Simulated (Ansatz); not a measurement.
Reaction (substitution at a C–B bond): `CCB(O)OC` + `BN` → `BNCC` + `COBO`

Computed with Ansatz on PBE0-D4/def2-TZVP structures; ΔE is electronic, products minus reactants. CCSD(T)/CBS is the MP2 limit (def2-TZVPP, def2-QZVPP) plus CCSD(T) − MP2 in def2-TZVPP, frozen cores. This one scheme is used for every species. Functionals use def2-TZVPP. B3LYP here is the variant with VWN-RPA as its local correlation; programs differ in this. One conformer a species, not always the lowest.

```csv
level,ΔE (kJ/mol),difference from CCSD(T)/CBS
PBE-D4,56.1,-2.6
r2SCAN-D4,61.3,2.6
PBE0-D4,58.9,0.2
B3LYP-D4,55.8,-2.9
ωB97X-V,57.5,-1.2
PBE0,56.7,-2.0
HF/def2-TZVPP,51.9,-6.8
MP2/def2-TZVPP,59.6,0.9
SCS-MP2/def2-TZVPP,55.2,-3.5
CCSD/def2-TZVPP,58.2,-0.5
CCSD(T)/def2-TZVPP,58.0,-0.7
HF/def2-QZVPP,51.2,-7.5
MP2/def2-QZVPP,59.8,1.1
SCS-MP2/def2-QZVPP,55.5,-3.2
HF/CBS(def2),51.1,-7.6
MP2/CBS(def2),60.3,1.6
CCSD(T)/CBS,58.7,0
```

Largest T1 diagnostic among the species: 0.013.

In def2-TZVPP, CCSD(T) changes the Hartree–Fock value by +6.2 kJ/mol (the triples alone add −0.1 kJ/mol) and MP2 by +7.7 kJ/mol. The D4 term adds +3.7 kJ/mol with B3LYP and +2.2 kJ/mol with PBE0; it sums over pairs of atoms, weighted by their polarisabilities, and B3LYP, whose exchange is more repulsive, gets the larger term.
